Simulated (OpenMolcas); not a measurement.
## What dynamic correlation does to the levels of B²⁺

```json
{"Program": "OpenMolcas 26.06", "Basis": "ANO-L-VQZP [5s4p3d2f]", "Scalar Hamiltonian": "non-relativistic, point nucleus", "Active space": "1 electron in 9 orbitals (RAS2 2s 2p; RAS3 3d, at most 1 electron)", "State averaging": "2S+1 = 2 even, 1 root; 2S+1 = 2 odd, 3 roots", "Spin-orbit coupling": "RASSI with atomic mean-field integrals over the reference wave functions, term energies averaged over their components"}
```

Methods on the same reference wave functions:
A. RASSCF
B. SS-RASPT2, IPEA 0.25 Eh, imaginary shift 0.1 Eh (closed shells correlated: 1s)

Energies in cm⁻¹ above 2s ²S_1/2, the measured ground level; measured values from Moore, Atomic Energy Levels, vol. I, NSRDS-NBS 35 (1971 reprint of NBS Circular 467, 1949).

```json
{"Level": "2s ²S_1/2", "A": "0.0", "B": "0.0", "Measured": "0.0"}
{"Level": "2p ²P°_1/2", "A": "48977", "B": "48700", "Measured": "48358"}
{"Level": "2p ²P°_3/2", "A": "49006", "B": "48729", "Measured": "48393"}
```

Deviations, from unrounded energies. A percentage is the sum of absolute deviations over the sum of measured energies, with the sign that they share, or ± where signs differ.

```json
{"Against measurement": "mean absolute deviation (cm-1)", "Levels": "2", "A": "620", "B": "340"}
{"Against measurement": "other configurations (%)", "Levels": "2", "A": "+1.3", "B": "+0.7"}
```

B lies closest to measurement on these levels. The largest miss of B in the table is 2p ²P°_1/2, by +340 cm-1. The ranking rests on the paired levels alone, and a cruder setting can come out closer through cancelling errors.

The lowest spin-free term lies below A's lowest term by 0.005 hartree in B.

With one active electron outside closed inactive shells, the extra shells (3d) add no correlation to the reference. With one active electron the reference holds no correlation, so core polarisation is missing (holds for A). With one active electron, CASPT2 adds the correlation within the correlated inactive shells and between them and that electron, and leaves the splitting within a term as the reference gives it (holds for B). Computed and measured levels are paired by configuration, term and J; levels that our copy of the source lacks, or whose pairing is in doubt (as where it misses far off the trend of its configuration), stay unpaired and out of the deviations. Levels of configurations outside the active space are missing.

° marks odd parity.
